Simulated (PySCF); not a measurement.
PySCF job for AuCl₄, SMILES [Cl][Au-]([Cl])([Cl])[Cl], charge -1, multiplicity 1, PBE-D3(BJ)/def2-SVPD. Geometry: PBE-D3(BJ)/def2-SVPD. The spin state was assumed, not searched. The isomer is the one that the SMILES or the coordinates give; other isomers of the formula were not compared. The def2 effective core potentials stand for the cores of Au; spin–orbit coupling is left out.

```python
import numpy as np
from pyscf import gto, scf, dft, df
from pyscf.hessian import thermo

mol = gto.M(
    atom='''
    Au    0.00000000    0.00000000    0.00000000
    Cl    2.35659045    0.00000000    0.00000000
    Cl    0.00000000    2.35659045    0.00000000
    Cl   -2.35659045    0.00000000    0.00000000
    Cl    0.00000000   -2.35659045    0.00000000
    ''',
    basis='def2-SVPD',
    ecp={'Au': 'def2-svp'},
    charge=-1,
    spin=0,
    max_memory=1600,
    verbose=3,
)
mf = dft.RKS(mol, xc='pbe').density_fit(auxbasis='def2-universal-jkfit')
mf.disp = 'd3bj'
mf.grids.level = 3
mf.conv_tol = 1e-11
mf.max_cycle = 100
mf.kernel()

# [left out here: the lines that compute and print the analytic Hessian (its translational invariance restored by hand, since the grid's response is missing), thermochemistry and intensities]
```

Log of the run:

```
converged SCF energy = -1975.4904271324

WARN: DFTD3 does not support analytical Hessian, using finite difference


WARN: Mole.unit (angstrom) is changed to Bohr

Mode                                 0                   1                   2
Irrep
Freq [cm^-1]                       72.8827            123.7031            132.5109
Reduced mass [au]                  35.4500             53.9773             35.4500
Force const [Dyne/A]                0.1109              0.4867              0.3667
Char temp [K]                     104.8620            177.9812            190.6537
Normal mode                   x     y     z       x     y     z       x     y     z
       0  Au                 0.00  0.00  0.00    0.00  0.00  0.05    0.00  0.00 -0.00
       1  Cl                 0.00 -0.00  0.08   -0.00  0.00 -0.06    0.00  0.08  0.00
       2  Cl                -0.00  0.00 -0.08    0.00  0.00 -0.06    0.08  0.00  0.00
       3  Cl                 0.00  0.00  0.08   -0.00 -0.00 -0.06    0.00 -0.08  0.00
       4  Cl                -0.00 -0.00 -0.08   -0.00  0.00 -0.06   -0.08  0.00  0.00
Mode                                 3                   4                   5
Irrep
Freq [cm^-1]                      138.3168            138.3170            279.6780
Reduced mass [au]                  40.1943             40.1943             35.4500
Force const [Dyne/A]                0.4531              0.4531              1.6337
Char temp [K]                     199.0070            199.0073            402.3943
Normal mode                   x     y     z       x     y     z       x     y     z
       0  Au                -0.03  0.00  0.00   -0.00 -0.03  0.00   -0.00  0.00 -0.00
       1  Cl                -0.03 -0.00  0.00   -0.00  0.11 -0.00    0.08 -0.00  0.00
       2  Cl                 0.11  0.00 -0.00    0.00 -0.03 -0.00    0.00 -0.08 -0.00
       3  Cl                -0.03 -0.00  0.00   -0.00  0.11 -0.00   -0.08 -0.00  0.00
       4  Cl                 0.11  0.00 -0.00    0.00 -0.03 -0.00    0.00  0.08 -0.00
Mode                                 6                   7                   8
Irrep
Freq [cm^-1]                      300.1966            317.5075            317.5076
Reduced mass [au]                  35.4500             45.7542             45.7542
Force const [Dyne/A]                1.8823              2.7176              2.7176
Char temp [K]                     431.9161            456.8227            456.8227
Normal mode                   x     y     z       x     y     z       x     y     z
       0  Au                 0.00  0.00  0.00   -0.04  0.00  0.00    0.00  0.04  0.00
       1  Cl                -0.08 -0.00 -0.00    0.10 -0.00 -0.00   -0.00 -0.00 -0.00
       2  Cl                -0.00 -0.08 -0.00    0.00 -0.00  0.00   -0.00 -0.10 -0.00
       3  Cl                 0.08 -0.00 -0.00    0.10 -0.00 -0.00   -0.00 -0.00 -0.00
       4  Cl                -0.00  0.08 -0.00    0.00 -0.00  0.00   -0.00 -0.10 -0.00
temperature 298.1500 [K]
pressure 101325.00 [Pa]
Rotational constants [GHz] 1.28352 1.28352 0.64176
Symmetry number 8
Zero-point energy (ZPE) 0.00415 [Eh]   10889.727 [J/mol]
                           tot       elec      trans        rot        vib
Entropy [J/mol/K]       379.058      0.000    181.397    108.641     89.020
Cv [J/mol/K]             93.192      0.000     12.472     12.472     68.248
Cp [J/mol/K]            101.506      0.000     20.786     12.472     68.248
Internal energy [J/mol]                      3718.434   3718.434  24394.321
Internal energy [Eh]   -1975.47830  -1975.49043
Enthalpy [J/mol]                             6197.391   3718.434  24394.321
Enthalpy [Eh]          -1975.47736
Gibbs free energy [J/mol]                  -47886.214 -28672.970  -2146.895
Gibbs free energy [Eh] -1975.52040
mode   freq/cm-1   IR/(km/mol)
   1       72.88         0.000
   2      123.70         4.539
   3      132.51         0.000
   4      138.32         0.062
   5      138.32         0.062
   6      279.68         0.000
   7      300.20         0.000
   8      317.51        62.196
   9      317.51        62.196
max |gradient| / (hartree/bohr): 1.4912211917506013e-05
APT charges: [ 0.8353 -0.4588 -0.4588 -0.4588 -0.4588]
```

Self-consistency was reached.
